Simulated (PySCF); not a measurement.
**Assignment exercise: C6H6O3**

Cartesian coordinates in Å; atom numbers follow the order of the lines, from 1:
```xyz
15

C    -2.994   -0.251   -0.667
C    -1.714   -0.311    0.106
O    -1.585   -0.636    1.251
O    -0.678    0.082   -0.683
C     0.584    0.129   -0.213
C     1.206   -0.130    0.974
C     2.590    0.144    0.721
C     2.680    0.539   -0.577
O     1.450    0.530   -1.150
H    -3.791   -0.729   -0.086
H    -3.257    0.801   -0.856
H    -2.878   -0.741   -1.643
H     0.731   -0.469    1.887
H     3.412    0.055    1.428
H     3.501    0.846   -1.218
```

PySCF 2.14.0 with density-fitted response routines calculation with spin–spin couplings from B3LYP/pcJ-1 (without the spin–dipole term), geometry: PBE0-D3(BJ)/def2-SVP and σ from GIAO-KT2/pcSseg-1; gas phase, relativity neglected, fast rotation and ring inversion assumed for equivalent nuclei, a single conformation.

δ = σ(ref) − σ, references computed at the same level: 13C (σ = 183.22 ppm) and 1H (σ = 31.18 ppm) vs TMS.

Question: Assign these signals to the numbered atoms. 13C{1H} NMR (computed): δ 155.4 (C), 149.3 (C), 125.7 (CH), 107.8 (CH), 88.6 (CH), 20.8 (CH3).

Answer: 
155.4 → C2, ester carbonyl carbon: it is a carbonyl in resonance with an O or N lone pair, the region of acids, esters and amides
149.3 → C5, aromatic carbon bearing oxygen: an ipso carbon deshielded by its heteroatom
125.7 → C8, aromatic CH next to the ring oxygen
107.8 → C7, aromatic CH
88.6 → C6, aromatic CH: π donation from the O or N substituent raises the electron density at positions ortho and para to it
20.8 → C1, methyl carbon α to a carbonyl: the adjacent C=O deshields it moderately

Question: Assign these signals to the numbered atoms. 1H NMR (400 MHz, computed): δ 6.80 (d, J = 2.6 Hz, 1H), 6.56 (d, J = 3.9 Hz, 1H), 6.28 (dd, J = 3.9, 2.6 Hz, 1H), 2.13 (s, 3H).

Answer: 
| δ (ppm) | atoms | environment | reason |
| --- | --- | --- | --- |
| 6.80 | H15 | hydrogen on an aromatic CH next to the ring oxygen | π donation from the O or N substituent shields it against benzene |
| 6.56 | H13 | hydrogen on an aromatic CH | ortho or para to a lone-pair donor, hence upfield of benzene |
| 6.28 | H14 | hydrogen on an aromatic CH | – |
| 2.13 | H10/H11/H12 | hydrogen on a methyl carbon α to a carbonyl | α to C=O |

Multiplet labels drop couplings under 1 Hz and merge nearly equal ones. Unscaled 3J(H,H) at this level run about 10 % above measured values. Shifts are as computed. Against solution values, carbons near 30 ppm lie about +2 ppm off and those near 130 ppm about -5 ppm. Of 1211 compounds with measured shifts, 218 miss one by over three times the rms of a fit or turn the order of signals round; such compounds aren't used in these exercises.
